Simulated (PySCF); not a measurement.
H₆SeSi₂ (SMILES [SiH3][Se][SiH3]), singlet, geometry from GFN2-xTB. Base run: PBE/6-31G in PySCF.

Input for PySCF:
```python
from pyscf import gto, scf, dft, solvent

mol = gto.Mole()
mol.atom = '''
    Se   -0.523871    0.257141    0.457081
    Si    1.264004    1.356835   -0.441931
    H     1.016627    2.756077   -0.134079
    H     1.287387    1.090619   -1.876923
    H     2.477634    0.850302    0.191476
    Si   -0.281538   -1.839070   -0.415077
    H     1.077412   -2.295034   -0.139527
    H    -0.512299   -1.762705   -1.854447
    H    -1.289693   -2.630746    0.270874
'''
mol.basis = '6-31g'
mol.charge = 0
mol.spin = 0
mol.verbose = 4
mol.build()

mf = dft.RKS(mol)
mf.xc = 'pbe'
mf.kernel()
```

Each row names what was changed in the base input (with any setting that the change needs).

```
change                                                          ΔE vs base (kcal/mol)  dipole (D)  HOMO-LUMO gap (eV)
--------------------------------------------------------------  ---------------------  ----------  ------------------
base                                                                            0.000        1.87                4.37
model = IEF-PCM; solvent = dichloromethane; lebedev_order = 41                  -1.93        2.47                4.55
model = IEF-PCM; solvent = dichloromethane; lebedev_order = 11                  -1.93        2.47                4.55
model = IEF-PCM; solvent = water                                                -2.30        2.60                4.59
model = SS(V)PE; solvent = dichloromethane                                      -1.91        2.46                4.55
model = ddCOSMO; solvent = dichloromethane                                      -2.30        2.51                4.57
model = IEF-PCM; solvent = tetrahydrofuran                                      -1.84        2.44                4.55
model = IEF-PCM; solvent = dichloromethane; vdw_scale = 1.1                         …           …                   …
model = IEF-PCM; solvent = dichloromethane; vdw_scale = 1.4                         …           …                   …
model = IEF-PCM; solvent = chloroform                                               …           …                   …
model = C-PCM; solvent = dichloromethane                                        -2.04        2.51                4.57
model = IEF-PCM; solvent = dichloromethane                                      -1.92        2.47                4.55
```

Task: What belongs in the gaps?

Result: 
- model = IEF-PCM; solvent = dichloromethane; vdw_scale = 1.1, ΔE vs base (kcal/mol): -2.64
- model = IEF-PCM; solvent = dichloromethane; vdw_scale = 1.1, dipole (D): 2.59
- model = IEF-PCM; solvent = dichloromethane; vdw_scale = 1.1, HOMO-LUMO gap (eV): 4.60
- model = IEF-PCM; solvent = dichloromethane; vdw_scale = 1.4, ΔE vs base (kcal/mol): -1.11
- model = IEF-PCM; solvent = dichloromethane; vdw_scale = 1.4, dipole (D): 2.28
- model = IEF-PCM; solvent = dichloromethane; vdw_scale = 1.4, HOMO-LUMO gap (eV): 4.48
- model = IEF-PCM; solvent = chloroform, ΔE vs base (kcal/mol): -1.59
- model = IEF-PCM; solvent = chloroform, dipole (D): 2.36
- model = IEF-PCM; solvent = chloroform, HOMO-LUMO gap (eV): 4.52

The base is the gas phase, so ΔE is the electrostatic part of solvation at a fixed geometry, without cavity and dispersion terms.
